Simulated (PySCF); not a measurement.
How methods differ on the ionisation energy of Mn(2+)

Mn(2+) [Ar] 3d5 (6S) → Mn(3+) [Ar] 3d4 (5D), as a difference of total energies. Calculation: PySCF 2.14, in 6-31G* (5s4p2d1f, 34 functions); no relativity, point nucleus. Correlated levels: valence: [Ar] frozen. The calculations carry no spin-orbit coupling.

| method | ionisation energy (eV) | difference from reference (eV) |
| --- | --- | --- |
| UHF | 32.721 | -0.947 |
| PBE0 | 34.088 | +0.420 |
| PBE | 34.178 | +0.510 |
| MP2 (valence) | 33.301 | -0.367 |
| SCS-MP2 (valence) | 32.915 | -0.753 |

Reference: 33.668 ± 0.012 eV (measured; NIST Atomic Spectra Database, ionization energies).

These non-relativistic numbers lack the scalar-relativistic shift.

The reference lies between the lowest fine-structure levels, while these numbers refer to the centres of the terms.

Errors of the correlated levels include the incompleteness of this basis and the frozen core.
